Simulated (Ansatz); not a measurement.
Consider the cleavage of the B–P bond: `BP[SiH](C)F` + HCl → `BCl` + `C[SiH](F)P`.

Isolated molecules relaxed with PBE0-D4/def2-TZVP in Ansatz; ΔE leaves out vibrations. CCSD(T)/CBS is the MP2 limit (def2-TZVPP, def2-QZVPP) plus CCSD(T) − MP2 in def2-TZVPP, frozen cores. This one scheme is used for every species. DFT in def2-TZVPP. B3LYP here is the variant with VWN-RPA as its local correlation; programs differ in this. Each species was taken in one conformer, which may not be the lowest.

Q: Is it downhill or uphill in electronic energy at CCSD(T)/CBS, and by how much? (Best estimate.)

A: Computed: Downhill: ΔE = -49.4 kJ/mol.

Q: What do these levels give: B97M-V, BHLYP-D4, PBE0, B3LYP, HF/def2-SVP, CCSD(T)/def2-TZVPP? (Best estimate.)

A: The calculation gave: B97M-V -47.0, BHLYP-D4 -54.4, PBE0 -48.8, B3LYP -56.0, HF/def2-SVP -72.2, CCSD(T)/def2-TZVPP -51.2 kJ/mol.

Largest T1 diagnostic among the species: 0.015.

At CCSD(T), def2-SVP lies −12.2 kJ/mol from the extrapolated value and def2-TZVPP −1.8 kJ/mol. Leaving LDA and LC-ωPBE aside and taking each functional with its dispersion term where it has one, the values, not all of them listed here, spread over 11.6 kJ/mol, from ωB97M-V to PBE-D4. LDA lies +6.1 kJ/mol from PBE without D4. In def2-TZVPP, CCSD(T) changes the Hartree–Fock value by +16.2 kJ/mol (the triples alone add +2.6 kJ/mol) and MP2 by +15.6 kJ/mol.
